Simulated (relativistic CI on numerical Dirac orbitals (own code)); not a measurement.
## Crystal-field levels of Mn4+, 3d3

Calculated by Dirac-Coulomb-Breit CI, KLI orbitals optimised for each configuration, model QED (radiative potential, 1s self-energy scaled to tabulated hydrogen-like ionisation energies), valence Slater integrals scaled by 0.65, one configuration in a parametric crystal field (own radial code).

Field parameters in Wybourne normalisation: Oh B⁴₀ = 21Dq, B⁴₄ = √(5/14) B⁴₀. The field is a parameter set, without covalency.

S is read from ⟨S²⟩ = S(S + 1).

Site symmetry Oh; labels are those of the double group. Computed levels in cm⁻¹ above the lowest, in rising order:

```tsv
Δ (size of 10Dq)	Lowest	No. 2	No. 3	No. 4	No. 5	No. 6	No. 7	No. 8
5000	Γ8	4887 Γ7	4972 Γ8	5071 Γ8	5142 Γ6	8401 Γ7	8459 Γ8	8864 Γ8
9000	Γ8	8869 Γ7	8948 Γ8	9058 Γ8	9118 Γ6	14548 Γ7	14578 Γ8	14822 Γ8
13000	Γ8	12861 Γ7	12920 Γ8	13018 Γ8	13097 Γ6	15726 Γ8	16408 Γ8	16627 Γ6
17000	Γ8	15655 Γ8	16511 Γ8	16588 Γ6	16856 Γ7	16972 Γ8	17286 Γ6	17303 Γ8
21000	Γ8	15923 Γ8	16697 Γ8	16837 Γ6	20850 Γ7	20934 Γ8	21136 Γ6	21144 Γ8
25000	Γ8	16060 Γ8	16793 Γ8	16921 Γ6	24630 Γ8	24756 Γ7	25118 Γ7	25120 Γ8
29000	Γ8	16168 Γ8	16864 Γ8	16981 Γ6	25278 Γ8	25464 Γ7	28862 Γ7	28963 Γ8
33000	Γ8	16257 Γ8	16920 Γ8	17028 Γ6	25664 Γ8	25834 Γ7	32857 Γ7	32952 Γ8
37000	Γ8	16333 Γ8	16965 Γ8	17066 Γ6	25979 Γ8	26136 Γ7	36855 Γ7	36948 Γ8
41000	Γ8	16400 Γ8	17002 Γ8	17097 Γ6	26242 Γ8	26388 Γ7	40853 Γ7	40946 Γ8
```

Ground-state S against |10Dq| in cm⁻¹: 5000: 1.50, 9000: 1.50, 13000: 1.50, 17000: 1.50, 21000: 1.50, 25000: 1.50, 29000: 1.50, 33000: 1.50, 37000: 1.50, 41000: 1.50.

No abrupt spin change occurs in this range.
